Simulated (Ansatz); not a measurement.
`CNC(=O)[SiH2]Cl`. The species carries charge 0 and has multiplicity 1. The geometry is a stationary point of PBE0-D4/def2-TZVP. It is one conformer, not always the lowest.

```xyz
12

C    -1.127    0.410    1.691
N    -0.578   -0.136    0.474
C     0.511    0.372   -0.133
O     1.148    1.335    0.267
Si    1.169   -0.411   -1.738
Cl    0.003   -2.025   -2.304
H    -1.121   -0.333    2.492
H    -0.505    1.254    1.986
H    -2.151    0.758    1.538
H    -1.018   -0.934    0.045
H     1.122    0.599   -2.815
H     2.547   -0.891   -1.504
```

Task: What is the dipole moment at r2SCAN/def2-TZVPP? (Estimate.)

Result: Computed: 2.60 D, with components (-2.10, -1.31, 0.79) D in this frame, pointing from negative to positive charge.

Task: And with PBE, B3LYP, ωB97M-V? (An estimate is asked.)

Result: Ansatz gave: PBE 2.58 D, B3LYP 2.57 D, ωB97M-V 2.55 D.

Task: Give the Mulliken charges with r2SCAN, B3LYP, ωB97M-V in def2-TZVPP. (An estimate is asked.)

Result: Computed: 
```tsv
atom	r2SCAN	B3LYP	ωB97M-V
C1	-0.06	-0.18	-0.23
N2	-0.19	-0.18	-0.17
C3	0.17	0.15	0.15
O4	-0.40	-0.37	-0.38
Si5	0.48	0.45	0.37
Cl6	-0.27	-0.27	-0.23
H7	0.07	0.11	0.13
H8	0.09	0.12	0.14
H9	0.07	0.11	0.13
H10	0.16	0.15	0.13
H11	-0.06	-0.05	-0.01
H12	-0.06	-0.05	-0.01
```

B3LYP here is the variant with VWN-RPA as its local correlation; programs differ in this.
